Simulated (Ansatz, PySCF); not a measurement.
Species: CH2NO, charge 0, multiplicity 2. It need not be the lowest isomer of its formula. SMILES: O=C[NH]
Coordinates optimised at B3LYP-D3(BJ)/def2-TZVP (Ansatz, an electronic-structure program):
```
C
O 1 1.2022
N 1 1.3856 2 125.91
H 3 1.0255 1 111.59 2 -114.89
H 1 1.1150 2 122.69 3 174.84
```
Charge 0, spin multiplicity 2.

Quantity: vertical ionisation energy (to the triplet state of charge +1; each state is the SCF solution reached for its spin), in eV. Cores are frozen in the correlated levels unless marked. UHF or UKS for open shells. Spin-orbit coupling is left out. Non-relativistic. Basis-set limits of correlation are two-point, X^-3; Hartree-Fock from the larger set. The bracket is a focal-point correction in the basis named.

```json
[
 {"level": "r2SCAN/def2-TZVPD", "program": "Ansatz", "vertical ionisation energy (eV)": "___"},
 {"level": "B3LYP/def2-TZVPD", "program": "Ansatz", "vertical ionisation energy (eV)": "___"},
 {"level": "M06-2X/def2-TZVPD", "program": "PySCF", "vertical ionisation energy (eV)": "10.96"},
 {"level": "wB97M-V/def2-TZVPD", "program": "Ansatz", "vertical ionisation energy (eV)": "10.83"},
 {"level": "B2PLYP/def2-TZVPD", "program": "Ansatz", "vertical ionisation energy (eV)": "___"},
 {"level": "SCS-MP2/aug-cc-pVTZ", "program": "Ansatz", "vertical ionisation energy (eV)": "11.28"},
 {"level": "CCSD/aug-cc-pVTZ", "program": "Ansatz", "vertical ionisation energy (eV)": "10.83"},
 {"level": "RI-MP2/CBS(aug-cc-pVTZ,aug-cc-pVQZ)+[CCSD(T)-MP2]/aug-cc-pVTZ", "program": "Ansatz", "vertical ionisation energy (eV)": "___"}
]
```

Question: Some entries are withheld; supply them.

Answer: 
- r2SCAN/def2-TZVPD, vertical ionisation energy (eV): 10.57
- B3LYP/def2-TZVPD, vertical ionisation energy (eV): 10.81
- B2PLYP/def2-TZVPD, vertical ionisation energy (eV): 10.87
- RI-MP2/CBS(aug-cc-pVTZ,aug-cc-pVQZ)+[CCSD(T)-MP2]/aug-cc-pVTZ, vertical ionisation energy (eV): 11.01
